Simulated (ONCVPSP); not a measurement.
# gallium ONCV: all-electron and pseudo phase curves

```json
{
 "Element": "Ga",
 "Generator": "ONCVPSP 4.0.1",
 "Type": "optimised norm-conserving Vanderbilt (ONCV)",
 "Functional": "BLYP",
 "Relativity": "scalar-relativistic",
 "Frozen core": "[Ar] 3d10",
 "Valence charge": "3",
 "Reference configuration": "4s2 4p1",
 "Partial waves": "4s: rc 1.65 bohr, ncon 4, nbas 8, qcut 4.6 1/bohr, 1 projector; 4p: rc 2.80 bohr, ncon 3, nbas 6, qcut 3.3 1/bohr, 1 projector; d scattering state at 0.06 Ha: rc 2.35 bohr, ncon 4, nbas 8, qcut 3.7 1/bohr, 2 projectors, debl 1.1 Ha",
 "Local potential": "polynomial inside 1.25 bohr (lpopt 3, dvloc0 1 Ha)",
 "Core correction": "polynomial model core, fcfact 0.55"
}
```

The phase is arctan(r·R′/R) of the radial function R(r), unwrapped; energies in Ha, scanned from -2 to 5 Ha. A pole is an energy at which the radial function vanishes at the test radius. The pseudo phase is shifted by a multiple of π to meet the all-electron one at the reference energy, and phase errors are pseudo minus all-electron; the curves can meet again beyond the range given. Levels narrower than the energy grid can be missing from the lists of poles.

For each channel, where are the poles, and over which energies does the pseudopotential scatter like the atom?

```json
{"channel": "s", "radius (bohr)": "1.68", "reference energy (Ha)": "-0.33", "poles, all-electron": "2.98", "poles, pseudo": "1.12, 3.54", "unbroken range about the reference energy with phases within 0.05 rad": "below 0.7", "phase error 1 Ha above the reference energy (rad)": "-0.049"}
{"channel": "p", "radius (bohr)": "2.84", "reference energy (Ha)": "-0.09", "poles, all-electron": "0.53, 3.57", "poles, pseudo": "0.50, 2.20", "unbroken range about the reference energy with phases within 0.05 rad": "below 0.8", "phase error 1 Ha above the reference energy (rad)": "-0.069"}
{"channel": "d", "radius (bohr)": "2.39", "reference energy (Ha)": "0.06", "poles, all-electron": "-0.67, 2.16", "poles, pseudo": "-0.01, 2.33", "unbroken range about the reference energy with phases within 0.05 rad": "0.0 to 2.6", "phase error 1 Ha above the reference energy (rad)": "+0.000"}
```

Note: ghosts flagged at negative energy: d at -0.25 eV; GHOST(+) flagged for s at 32.9 eV. A true bound ghost makes a file unfit for plane-wave use.

Phases in the s channel:

```tsv
E (Ha)	all-electron	pseudo
-1.98	0.989	0.968
-1.62	0.854	0.831
-1.26	0.634	0.612
-0.90	0.273	0.257
-0.54	-0.232	-0.235
-0.18	-0.693	-0.695
0.18	-0.993	-1.006
0.54	-1.175	-1.210
0.90	-1.291	-1.382
1.26	-1.372	-2.137
1.62	-1.431	-4.407
1.98	-1.477	-4.531
2.34	-1.515	-4.592
2.70	-1.548	-4.636
3.06	-1.577	-4.671
3.42	-1.605	-4.702
3.78	-1.632	-4.731
4.14	-1.661	-4.760
4.50	-1.691	-4.789
4.86	-1.726	-4.822
```
